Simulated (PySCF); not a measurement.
F2H4SSi2. Atoms are numbered in the order given.

```xyz
9

Si     2.0244     0.0893    -0.0777
S      0.2427     0.1165    -1.3302
Si    -1.2077    -0.2318     0.1675
F     -0.5117    -1.0554     1.3804
F     -1.7361     1.1455     0.8287
H      1.8292     0.9463     1.1171
H      2.3602    -1.2966     0.3272
H      3.0893     0.6436    -0.9478
H     -2.3649    -0.9734    -0.3530
```

Geometry optimised at TPSSh-D3(BJ)/def2-SVP. This is a generated structure with no PubChem entry under its InChIKey; it may be hypothetical. One conformer was computed; it need not be the lowest.

Calculation: TDA-PBE0/def2-SVPD (PySCF).

Vertical excitations. 

Computed UV-visible absorptions:
```json
[
 {"state": "S1", "energy (eV)": "6.08", "λ (nm)": "204", "f": "0.009", "main pairs": "HOMO→LUMO 97 %"},
 {"state": "S2", "energy (eV)": "6.73", "λ (nm)": "184", "f": "0.015", "main pairs": "HOMO→LUMO+1 96 %"},
 {"state": "S3", "energy (eV)": "6.86", "λ (nm)": "181", "f": "0.004", "main pairs": "HOMO→LUMO+2 75 %, HOMO→LUMO+3 21 %"},
 {"state": "S4", "energy (eV)": "7.18", "λ (nm)": "173", "f": "0.048", "main pairs": "HOMO→LUMO+3 71 %, HOMO→LUMO+2 17 %"},
 {"state": "S5", "energy (eV)": "7.57", "λ (nm)": "164", "f": "0.039", "main pairs": "HOMO−1→LUMO 89 %"},
 {"state": "S6", "energy (eV)": "7.81", "λ (nm)": "159", "f": "0.004", "main pairs": "HOMO→LUMO+4 91 %"},
 {"state": "S7", "energy (eV)": "8.15", "λ (nm)": "152", "f": "0.007", "main pairs": "HOMO→LUMO+6 70 %, HOMO→LUMO+5 16 %"},
 {"state": "S8", "energy (eV)": "8.18", "λ (nm)": "152", "f": "0.073", "main pairs": "HOMO−2→LUMO 53 %, HOMO−1→LUMO+2 16 %, HOMO→LUMO+5 13 %"},
 {"state": "S9", "energy (eV)": "8.21", "λ (nm)": "151", "f": "0.010", "main pairs": "HOMO−1→LUMO+1 52 %, HOMO−1→LUMO+2 23 %, HOMO→LUMO+5 16 %"},
 {"state": "S10", "energy (eV)": "8.31", "λ (nm)": "149", "f": "0.003", "main pairs": "HOMO→LUMO+5 44 %, HOMO−1→LUMO+1 30 %, HOMO−1→LUMO+2 8 %"},
 {"state": "T1", "energy (eV)": "5.67", "λ (nm)": "218", "f": "0", "main pairs": "HOMO→LUMO 97 %"},
 {"state": "T2", "energy (eV)": "6.37", "λ (nm)": "195", "f": "0", "main pairs": "HOMO→LUMO+1 50 %, HOMO→LUMO+2 32 %"},
 {"state": "T3", "energy (eV)": "6.49", "λ (nm)": "191", "f": "0", "main pairs": "HOMO→LUMO+2 62 %, HOMO→LUMO+1 29 %"},
 {"state": "T4", "energy (eV)": "6.73", "λ (nm)": "184", "f": "0", "main pairs": "HOMO→LUMO+3 79 %, HOMO→LUMO+1 13 %"}
]
```
Triplets are in the Tamm–Dancoff approximation.
